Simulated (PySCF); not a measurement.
PySCF 2.14 output of an unrestricted r2SCAN calculation on a single atom or ion in 6-31G*, with the non-relativistic Hamiltonian (point nucleus):

```
SCF conv_tol = 1e-09
number electrons alpha = 5  beta = 2
    J. W. Furness, A. D. Kaplan, J. Ning, J. P. Perdew, and J. Sun.,  J. Phys. Chem. Lett. 11, 8208-8215 (2020)
    J. W. Furness, A. D. Kaplan, J. Ning, J. P. Perdew, and J. Sun.,  J. Phys. Chem. Lett. 11, 9248-9248 (2020)
    J. W. Furness, A. D. Kaplan, J. Ning, J. P. Perdew, and J. Sun.,  J. Phys. Chem. Lett. 11, 8208-8215 (2020)
    J. W. Furness, A. D. Kaplan, J. Ning, J. P. Perdew, and J. Sun.,  J. Phys. Chem. Lett. 11, 9248-9248 (2020)
cycle= 1 E= -74.5214924417834  delta_E= -0.000519  |g|= 0.0037  |ddm|= 0.0287
cycle= 2 E= -74.521498169688  delta_E= -5.73e-06  |g|= 0.00118  |ddm|= 0.00455
cycle= 3 E= -74.5214988362508  delta_E= -6.67e-07  |g|= 0.000217  |ddm|= 0.00119
cycle= 4 E= -74.5214988587101  delta_E= -2.25e-08  |g|= 1.18e-06  |ddm|= 0.000249
cycle= 5 E= -74.5214988587109  delta_E= -7.82e-13  |g|= 1.15e-08  |ddm|= 1.24e-06
converged SCF energy = -74.5214988587109  <S^2> = 3.7531346  2S+1 = 4.001567
```

The run itself started from symmetry-adapted Hartree-Fock orbitals and held the occupation by maximum overlap, on a logarithmic radial grid, so the iterations belong to that start.

Question: Which element, charge and spin multiplicity is this?

Answer: O⁺ (oxygen, charge +1), multiplicity 4; the state was [He] 2s2 2p3, high-spin 4S determinant.
